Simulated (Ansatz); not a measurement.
Molecule: C$_{3}$H$_{5}$O$_{2}$, net charge 0, doublet state. It need not be the lowest isomer of its formula. SMILES: O=C(OC)[CH2]
Structure (B3LYP-D3(BJ)/def2-TZVP (Ansatz, a program for electronic structure) minimum search):
```xyz
10

C     -1.8465     0.1780     0.2752
C     -0.5005    -0.0318    -0.1980
O     -0.2092    -0.3784    -1.3263
O      0.4208     0.2036     0.7690
C      1.7853     0.0162     0.3753
H     -2.6602     0.0183    -0.4148
H     -2.0377     0.4865     1.2918
H      2.0428     0.6869    -0.4443
H      2.3789     0.2436     1.2564
H      1.9533    -1.0118     0.0543
```
Charge 0, spin multiplicity 2.

Parts of the frozen-core correlation energy in STO-3G (Ansatz, hartree). Frozen orbitals: 5; correlated occupied orbitals by spin: 15 and 14; virtual: 10 and 11. UHF or UKS for open shells. Spin-orbit coupling is left out. No relativistic terms.

```csv
term,value
reference (HF),-262.76383
MP2 opposite-spin,-0.16973
MP2 same-spin,[?]
CCSD correlation,[?]
(T),[?]
T1 diagnostic,0.033
largest doubles amplitude,0.102
<S^2> of the reference,1.011
```

Task: Fill in the missing entries.

Result: 
- MP2 same-spin, value: -0.03477
- CCSD correlation, value: -0.27839
- (T), value: -0.00602
